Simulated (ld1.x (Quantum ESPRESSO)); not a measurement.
# Configuration tests for Ga (PAW)

```
Element                 : gallium
Generator               : ld1.x (Quantum ESPRESSO) 7.5
Type                    : PAW
Functional              : LDA (PZ)
Relativity              : scalar-relativistic
Frozen core             : [Ne] 3s2
Valence charge          : 19
Reference configuration : 3p6 3d10 4s1.5 4p0 (charge +1.5)
Partial waves           : 4s (bound): rcut 1.85, rcutus 2.20 bohr; 4s channel at 0.45 Ry: rcut 1.85, rcutus 2.20 bohr; 3p (bound): rcut 1.35, rcutus 1.45 bohr; 4p (bound, empty): rcut 1.35, rcutus 1.45 bohr; 3d (bound): rcut 1.10, rcutus 1.15 bohr; 3d channel at -0.95 Ry: rcut 1.10, rcutus 1.15 bohr
Local potential         : all-electron potential smoothed inside 1.15 bohr (lloc = -1)
Core correction         : a·sin(br)/r model core, default radius (ld1.x builds one for every PAW set, though the input has nlcc=.false.)
Augmentation charge     : PSQ, inside the norm-conserving radii
```

Energies are relative to the spin-unpolarised reference configuration 3p6 3d10 4s1.5 4p0; without spin polarisation the order of configurations can differ from experiment. Spin-polarised rows fill each open shell by Hund’s rule, majority spin first.

| valence configuration | charge | ΔE all-electron (eV) | error AE − PS (meV) |
| --- | --- | --- | --- |
| 3p6 3d10 4s2 4p1 | 0 | -15.412 | +1.0 |
| 3p6 3d10 4s2 4p0 | +1 | -9.523 | +0.3 |
| 3p6 3d10 4s1 4p0 | +2 | 11.980 | -1.8 |
| 3p6 3d9 4s2 4p1 | +1 | 12.555 | -131 |
| 3p6 3d10 4s1 4p2 | 0 | -8.799 | +1.7 |
| 3p6 3d10 4s0 4p0 | +3 | 43.580 | -4.9 |
| 3p6 3d10 4s1.5 4p0 (spin-polarised) | +1.5 | -0.064 | 0.0 |
| 3p6 3d10 4s2 4p1 (spin-polarised) | 0 | -15.545 | +1.0 |

Task: What are ΔE and the potential's error for 3p6 3d10 4s1 4p1?

Result: ΔE = -2.073 eV all-electron; the error (AE − PS) is +0.4 meV.

Levels in the configuration 3p6 3d10 4s2 4p0:

| level | all-electron (eV) | pseudo (eV) |
| --- | --- | --- |
| 3p | -107.027 | -107.043 |
| 3d | -27.752 | -27.768 |
| 4s | -16.659 | -16.656 |

Note: ghost state, extra bound levels that the all-electron valence spectrum of the same l lacks: s at -63.4 eV. A true bound ghost makes a file unfit for plane-wave use.
